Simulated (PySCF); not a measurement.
Ga(H)(Me)(OMe) (C2H7GaO), SMILES C[O][GaH][CH3].

Coordinates come from a r2SCAN-D4/def2-SVP optimisation. The structure was generated by enumeration; whether it is a known compound was not checked. The values are those of a single conformer.

Method: PBE/def2-TZVP in PySCF.

Symmetry labels are those of the subgroup Cs that the program uses (full group Cs).

Q: List the valence orbital energies around the gap with their symmetry. (An estimate is asked for; the answer gives what the named calculation found.)

A: 
| orbital | symmetry | energy (eV) |
|---|---|---|
| HOMO−7 | A" | -10.34 |
| HOMO−6 | A' | -10.26 |
| HOMO−5 | A' | -9.76 |
| HOMO−4 | A" | -9.69 |
| HOMO−3 | A' | -9.02 |
| HOMO−2 | A' | -7.07 |
| HOMO−1 | A' | -6.33 |
| HOMO | A" | -6.18 |
| LUMO | A" | -1.52 |
| LUMO+1 | A' | -0.25 |
| LUMO+2 | A' | 0.41 |
| LUMO+3 | A' | 1.35 |
